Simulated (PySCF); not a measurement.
Compound: C₆H₁₃BO.
Bonds: C1–O2, O2–C3, C3–B4, B4–C5, C5–C6, C6–C7, C7–C8, B4–C8. Hydrogens: H9, H10, H11 on C1; H12, H13 on C3; H14, H15 on C5; H16, H17 on C6; H18, H19 on C7; H20, H21 on C8.

Level: CAM-B3LYP/def2-SVPD in PySCF, non-relativistic, on one gas-phase PBE0-D3(BJ)/def2-SVP geometry that isn't relaxed in the solvent. The solvent is an IEF-PCM continuum (Bondi radii, 1.10 Å for H, scaled by 1.2), and excitations are vertical TDDFT with non-equilibrium linear response and a frozen core. Only the electrostatic response of the medium enters.

Gas-phase singlets (H = HOMO, L = LUMO):

| state | E (eV) | λ (nm) | f | leading configurations |
| --- | --- | --- | --- | --- |
| S1 | 6.165 | 201 | 0.000 | H-1→L 84% |
| S2 | 6.502 | 191 | 0.002 | H-2→L 71%, H→L 12% |
| S3 | 6.608 | 188 | 0.020 | H→L 82%, H-2→L 10% |
| S4 | 6.901 | 180 | 0.024 | H→L+1 72%, H→L+2 17% |
| S5 | 7.691 | 161 | 0.023 | H-1→L+1 81% |

Question: Give the list for benzene (ε = 2.271), n² = 2.25.

Answer: 
| state | E (eV) | λ (nm) | f | leading configurations | change by rank (eV) |
| --- | --- | --- | --- | --- | --- |
| S1 | 6.172 | 201 | 0.000 | H-1→L 82%, H-1→L+1 10% | +0.007 |
| S2 | 6.512 | 190 | 0.001 | H-2→L 74%, H-2→L+1 9% | +0.010 |
| S3 | 6.648 | 186 | 0.028 | H→L 85% | +0.040 |
| S4 | 6.920 | 179 | 0.029 | H→L+1 70%, H→L+2 18% | +0.019 |
| S5 | 7.700 | 161 | 0.038 | H-1→L+1 77%, H-1→L 10% | +0.009 |

Question: How do the frontier levels move from gas to benzene?

Answer: 
```csv
orbital,gas (eV),solvent (eV),change (eV),"Löwdin shares, gas","Löwdin shares, solvent"
LUMO+2,1.65,1.74,+0.09,"C1 23 %, H11 8 %, H10 8 %, C6 8 %","C1 22 %, C6 8 %, H11 8 %, H10 7 %"
LUMO+1,0.92,1.00,+0.08,"B4 43 %, C3 6 %, H12 6 %, H14 6 %","B4 43 %, C3 6 %, H12 6 %, H14 6 %"
LUMO,0.86,0.94,+0.08,"B4 40 %, C8 12 %, C3 11 %, C5 10 %","B4 40 %, C8 12 %, C3 11 %, C5 10 %"
HOMO,-8.86,-8.84,+0.02,"O2 59 %, C1 10 %, C3 10 %, H10 5 %","O2 58 %, C1 10 %, C3 10 %, H10 5 %"
HOMO-1,-9.54,-9.49,+0.05,"C8 27 %, B4 24 %, C5 10 %, C3 8 %","C8 27 %, B4 24 %, C5 11 %, C3 8 %"
HOMO-2,-9.81,-9.75,+0.06,"B4 22 %, C5 20 %, C3 16 %, O2 15 %","B4 22 %, C5 19 %, C3 17 %, O2 14 %"
HOMO-3,-10.26,-10.20,+0.06,"C7 19 %, C6 17 %, H18 12 %, H17 11 %","C7 19 %, C6 18 %, H18 12 %, H17 11 %"
```

The HOMO–LUMO gap goes from 9.71 to 9.78 eV.
